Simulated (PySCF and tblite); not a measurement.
5 regioisomers of C₅H₃NOS:

```json
{"isomer": "A", "SMILES": "[N:1]#[C:2][c:3]1[cH:4][c:5]([SH:6])[cH:7][o:8]1"}
{"isomer": "B", "SMILES": "[N:1]#[C:2][c:3]1[cH:4][o:5][cH:6][c:7]1[SH:8]"}
{"isomer": "C", "SMILES": "[N:1]#[C:2][c:3]1[cH:4][cH:5][o:6][c:7]1[SH:8]"}
{"isomer": "D", "SMILES": "[N:1]#[C:2][c:3]1[cH:4][cH:5][c:6]([SH:7])[o:8]1"}
{"isomer": "E", "SMILES": "[N:1]#[C:2][c:3]1[cH:4][o:5][c:6]([SH:7])[cH:8]1"}
```

Each isomer is a Boltzmann average at 298.15 K over at most 5 conformers: GFN2-xTB geometries, energies PBE0/pcSseg-1 (D3(BJ) added where defined), GIAO shieldings PBE0/pcSseg-1, GFN2-xTB thermal terms. Programs: PySCF with density fitting and tblite.

Problem. What shifts does each isomer give (ppm)?

Solution. 
A: ¹H (against TMS): 7.30 (H7, 1H), 7.11 (H4, 1H). ¹³C (against TMS): 145.5 (C7), 133.3 (C3), 131.7 (C4), 126.0 (C5), 116.0 (C2). ¹⁵N (against NH3): 331.0 (N1).

B: ¹H (against TMS): 7.82 (H4, 1H), 7.32 (H6, 1H). ¹³C (against TMS): 155.8 (C4), 142.7 (C6), 129.3 (C7), 116.6 (C2), 106.4 (C3). ¹⁵N (against NH3): 331.3 (N1).

C: ¹H (against TMS): 7.31 (H5, 1H), 6.78 (H4, 1H). ¹³C (against TMS): 164.1 (C7), 146.6 (C5), 121.8 (C4), 118.3 (C2), 99.3 (C3). ¹⁵N (against NH3): 329.6 (N1).

D: ¹H (against TMS): 7.33 (H4, 1H), 6.38 (H5, 1H). ¹³C (against TMS): 157.4 (C6), 134.7 (C4), 132.0 (C3), 116.1 (C2), 113.3 (C5). ¹⁵N (against NH3): 331.9 (N1).

E: ¹H (against TMS): 7.74 (H4, 1H), 6.49 (H8, 1H). ¹³C (against TMS): 154.9 (C4), 152.9 (C6), 117.3 (C2), 114.7 (C8), 107.8 (C3). ¹⁵N (against NH3): 324.8 (N1). H not on carbon is left out.

Other tautomers (keto or thione forms) aren't considered and may dominate. H on N, O and S are left out: they exchange, and hydrogen bonds move them by several ppm. Unscaled ¹⁵N shifts at such levels can be off by tens of ppm; differences between conformers or isomers are more reliable. Shifts are unscaled: against experiment ¹³C can be off by 15 ppm or more and ¹H by 0.8 ppm. The minima are those of GFN2-xTB; planar forms about aryl–S or allylic bonds may be saddles in DFT.


¹⁵N shifts are against a computed isolated NH3 molecule, about 20 ppm from the liquid.